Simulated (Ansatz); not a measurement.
The cluster B₄H₄⁻. Charge -1, multiplicity 2. Geometry r2SCAN-D4/def2-TZVPD, basis def2-TZVPD, Ansatz.

```xyz
8

B     0.358    0.603    0.011
B     1.128   -0.257    1.227
B    -1.012   -0.422   -0.767
B     0.007   -0.906    0.425
H    -2.191   -0.454   -0.463
H     2.018    0.002    1.975
H     0.519    1.692   -0.454
H    -0.826   -0.259   -1.955
```

| run | HOMO (eV) | LUMO (eV) |
| --- | --- | --- |
| A | -2.58 | 3.63 |
| B | -0.76 | 1.95 |
| C | 0.43 | 1.17 |
| D | 0.21 | 1.04 |
| E | -0.05 | 1.39 |

Another isomer (doublet) lies 0.25 eV lower at PBE0-D4/def2-TZVPD; other spin states weren't run for this one.

HOMO and LUMO are taken over both spins.

The runs used BLYP, PBE, PBE0, r2SCAN, ωB97M-V. Estimate which is which.

A ωB97M-V (range-separated); B PBE0 (25 % exact exchange); C BLYP (0 % exact exchange); D PBE (0 % exact exchange); E r2SCAN (0 % exact exchange). Exact exchange lowers occupied and raises empty levels; among semilocal functionals meta-GGAs tend to open the gap a little, and such runs are hard to tell apart. The gap grows from 0.74 eV (BLYP) to 6.21 eV (ωB97M-V). At BLYP-D4/def2-TZVPD, PBE-D4/def2-TZVPD the highest occupied level of the charge -1 doublet lies above zero (up to 0.43 eV). It is a level of α spin, whose loss leaves a singlet; that state wasn't run at this geometry and level. The electron is either unbound and held by the finite basis, or the level is raised by self-interaction error.
